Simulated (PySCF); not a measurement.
Bi2O2Cl2 at several levels of theory

Computed with PySCF 2.14.0 (density fitting, no spin-orbit coupling) at the geometry relaxed with PBE:

```xyz
6
Bi2O2Cl2 (singlet)
Bi    0.0000   -0.7088    1.6146
Bi    0.0000   -0.7088   -1.6146
O     1.4008   -0.7125    0.0000
O    -1.4008   -0.7125    0.0000
Cl    0.0000    1.7049    2.2702
Cl    0.0000    1.7049   -2.2702
```

| level | basis | state | HOMO (eV) | gap (eV) | charge on Bi1 (e) | dipole about the centre of mass (D) | largest force component (eV/Å) |
| --- | --- | --- | --- | --- | --- | --- | --- |
| PBE | Bi def2-SVP with ECP60, O def2-SVP, Cl def2-SVP | singlet | -6.51 | 3.22 | 0.94 | 5.70 | 0.01 |
| PBE0 | the same | singlet | -7.92 | 5.26 | 1.06 | 6.29 | 0.91 |
| CAM-B3LYP | the same | singlet | -9.08 | 7.37 | 1.06 | 6.32 | 1.20 |
| TPSS | the same | singlet | -6.68 | 3.42 | 0.99 | 6.01 | 0.20 |
| PBE | Bi def2-TZVP with ECP60, O def2-TZVP, Cl def2-TZVP | singlet | -6.88 | 3.38 | 1.03 | 5.92 | 0.75 |
| PBE | Bi x2c-SVPall, O x2c-SVPall, Cl x2c-SVPall | singlet | -6.51 | 3.21 | 0.97 | 5.71 | 0.53 |

Charges are Mulliken's, which hang on the basis. The relaxation used the grid (50, 194), these runs (75, 302) or, all-electron (x2c bases, spin-free X2C Hamiltonian), (99, 590).

Question: What does BP86 with Bi def2-SVP with ECP60, O def2-SVP, Cl def2-SVP give here?

Answer: state singlet, HOMO (eV) -6.64, gap (eV) 3.23, charge on Bi1 (e) 0.94, dipole about the centre of mass (D) 5.68, largest force component (eV/Å) 0.03. Time: 5.6 s on 2 threads of Arm Neoverse V2, with other jobs on the host, from an already converged density.

In the first row's basis the gap widens with exact exchange: 3.2 to 3.4 eV for PBE, BP86, TPSS (none); 5.3 eV for PBE0 (a fixed share); 7.4 eV for CAM-B3LYP (rising or full at long range).
